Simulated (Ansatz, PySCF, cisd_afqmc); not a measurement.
System: SiHCl₃, charge 0, singlet. SiHCl3 (trichlorosilane, SMILES Cl[SiH](Cl)Cl).
B3LYP-D3(BJ)/def2-TZVP minimum from Ansatz (a quantum-chemistry and plane-wave program):
```
Si
H 1 1.4634
Cl 1 2.0409 2 109.41
Cl 1 2.0409 2 109.41 3 -120.00
Cl 1 2.0409 2 109.41 3 120.00
```
Charge 0, spin multiplicity 1.

Atomisation energy term by term, kcal/mol (programs: Ansatz, cisd_afqmc). Open shells are spin-unrestricted; no spin-orbit coupling. Correlated methods leave the cores frozen. Rows without X2C or -DK are non-relativistic. AFQMC/CISD: phaseless, guided by CISD from CCSD amplitudes; bars are statistical, one sigma. Outlying blocks are dropped, and bars are widened where a walk drifts. Over all cases where full CI ran beside it in this data, AFQMC minus full CI had a median of +0.1 mEh and passed +0.4 mEh in a tenth of the cases. CBS(X,Y): correlation extrapolated as X^-3, Hartree-Fock from the larger set (Q,5: extrapolated as (X+1)exp(-9√X)). A bracket is a step between two methods taken in the basis named. 'core' is core correlation in cc-pwCVTZ (1s frozen past Ne), 'X2C' scalar relativity in cc-pVTZ-DK, both at CCSD(T). For partners of very few electrons the exact lower level stands in for a higher one.

```csv
term,basis,kcal/mol
Hartree-Fock,"CBS(cc-pV(Q+d)Z,cc-pV(5+d)Z)",280.35
CCSD correlation,"CBS(cc-pV(Q+d)Z,cc-pV(5+d)Z)",86.08
(T),"CBS(cc-pV(Q+d)Z,cc-pV(5+d)Z)",9.00
CCSDT(Q) - CCSD(T),cc-pV(D+d)Z,0.29
core correlation,cc-pwCVTZ,0.22
scalar relativity,"X2C, cc-pVTZ-DK",-1.37
minus zero-point energy,Hessian by PySCF at B3LYP-D3(BJ)/def2-TZVP,-8.83
sum: D0,,365.7
```

The step beyond CCSD(T) by other levels: AFQMC/CISD in cc-pV(T+d)Z 0.95 ± 0.37; AFQMC/CISD in cc-pV(Q+d)Z 0.98 ± 0.28 kcal/mol.
